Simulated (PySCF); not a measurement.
# First hyperpolarisability: `CO[C@@](F)(CF)OC=O`, C4H6F2O3

Cartesian coordinates in Å; atom numbers follow the order of the lines, from 1:
```xyz
15

C    -1.6669    1.5379    0.1574
O    -1.3737    0.1682   -0.1321
C    -0.1415   -0.2638    0.1968
F     0.0383   -0.1781    1.5731
C    -0.0091   -1.7478   -0.1844
F     0.2580   -1.8516   -1.5163
O     0.8424    0.5598   -0.3849
C     2.1427    0.2562   -0.2728
O     2.6239   -0.6637    0.3024
H    -2.7117    1.6640   -0.1122
H    -1.5242    1.7406    1.2206
H    -1.0390    2.2004   -0.4394
H     0.8156   -2.2048    0.3691
H    -0.9618   -2.2450    0.0143
H     2.7025    1.0356   -0.8134
```

Level of theory: quadratic response wB97X-D/def2-SVPD first hyperpolarisability, Taylor convention, gas phase in PySCF 2.14.0. Geometry: GFN2-xTB.

**Question.** What is the first hyperpolarisability, and how does it disperse?

**Answer.** In au, Taylor convention; the vector part is βᵢ = ⅓ Σⱼ (βᵢⱼⱼ + βⱼᵢⱼ + βⱼⱼᵢ); β∥ is 3/5 of the vector part along the dipole, the dipole points from − to +:
```csv
process,λ (nm),β vector norm,β∥,β HRS,depolarisation ratio
"static β(0;0,0)",∞,72.5,-26.3,33.6,3.69
"second harmonic β(−2ω;ω,ω)",1550,75.1,-26.7,34.8,3.69
"Pockels β(−ω;ω,0)",1550,73.3,-26.4,–,–
"second harmonic β(−2ω;ω,ω)",1064,78.2,-27.2,36.2,3.70
"Pockels β(−ω;ω,0)",1064,74.3,-26.6,–,–
"second harmonic β(−2ω;ω,ω)",694.3,87.3,-28.3,40.5,3.72
"Pockels β(−ω;ω,0)",694.3,76.9,-27.0,–,–
```

**Question.** Which lowest excitations, dipole and polarisabilities go with it?

**Answer.** S1 5.87 eV (f = 0.002); S2 8.28 eV (f = 0.082); S3 8.63 eV (f = 0.043); dipole 2.64 D; isotropic α 61.3 au static, 61.4 au at 1550 nm, 61.6 au at 1064 nm, 61.9 au at 775 nm, 62.0 au at 694.3 nm, 62.6 au at 532 nm, 64.6 au at 347.1 nm.
